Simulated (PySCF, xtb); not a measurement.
MnO, SMILES [O]=[Mn] (connectivity only; charge and spin as stated), neutral, multiplicity 6.

Harmonic wavenumbers (cm⁻¹) from GFN2-xTB (xtb) at its own minimum, in rising order: 803.

### Question
What does PBE0-D3(BJ)/def2-TZVPD (PySCF 2.14.0) give at its own minimum? (An estimate is asked for; the answer gives what the named calculation found.)

### Answer
866. Paired by order, the mean absolute difference is 63 cm⁻¹ and the zero-point energies are 1.1 and 1.2 kcal/mol.
